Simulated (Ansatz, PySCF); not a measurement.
PySCF was given this input:
```python
from pyscf import gto, scf, dft

mol = gto.Mole()
mol.atom = '''
    B     0.00271313    0.14407631    0.00733080
    H    -1.04992817   -0.34152947    0.00097932
    H     1.03636254   -0.37885211   -0.03763330
'''
mol.basis = 'cc-pvdz'
mol.spin = 1
mol.verbose = 3
mol.build()

mf = dft.UKS(mol)
mf.xc = 'camb3lyp'
mf.grids.atom_grid = (99, 590)
mf.grids.prune = None
mf.kernel()
```

Convert this to an input for Ansatz (an electronic-structure program).

This is not unique; one that fits is 
Ansatz 0.2 input:
```yaml
crystal:
  periodic: [false, false, false]
  atoms:
    - {symbol: B, position_ang: [0.00271313, 0.14407631, 0.00733080]}
    - {symbol: H, position_ang: [-1.04992817, -0.34152947, 0.00097932]}
    - {symbol: H, position_ang: [1.03636254, -0.37885211, -0.03763330]}
basis:
  gaussian:
    orbitals: cc-pVDZ
hamiltonian:
  xc: cam_b3lyp
magnetization: {spin_polarized: true, initial_magnetization: 1}
accuracy: high
```

Both were run: PySCF gave -25.904026 Eh and Ansatz -25.904026 Eh, 0.000 mEh apart.
